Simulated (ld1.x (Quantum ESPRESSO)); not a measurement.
## Configuration tests for Mg (RRKJ)

ld1.x (Quantum ESPRESSO) 7.5 input, shortened:

```
&input
   title='Mg', zed=12., rel=0, dft='BLYP', iswitch=3,
   config='[Ne] 3s1.5 3p0 3d-2'
 /
 &inputp
   pseudotype=2, tm=.false., rho0=0.005, lloc=0,
   nlcc=.false.
 /
3
3P  2  1   0.00   0.00  3.30  3.30  0.0
3D  3  2  -2.00   0.40  2.90  2.90  0.0
3S  1  0   1.50   0.00  2.60  2.60  0.0
 &test
   configts(1)='3s1.5 3p0'
 /
```

Energies are relative to the spin-unpolarised reference configuration 3s1.5 3p0; without spin polarisation the order of configurations can differ from experiment. The frozen-core shift is the all-electron ΔE with the core orbitals held at their reference shape minus the fully relaxed ΔE.

```csv
valence configuration,charge,ΔE all-electron (eV),error AE − PS (meV),frozen-core shift (meV)
3s2 3p0,0,-3.086,+6.7,+0.9
3s1 3p0,+1,4.796,+17,+2.2
3s0 3p2,0,4.211,+82,+3.4
```

(1) What are ΔE and the potential's error for 3s0 3p1?

(2) What are ΔE and the potential's error for 3s1 3p1?

Answers

(1) ΔE = 9.221 eV all-electron; the error (AE − PS) is +114 meV.

(2) ΔE = 0.429 eV all-electron; the error (AE − PS) is +9.0 meV.

ld1.x printed “convergence not achieved” for 3 of the counted tests; their residual had stalled under 1e-8, short of the target of 1e-14.
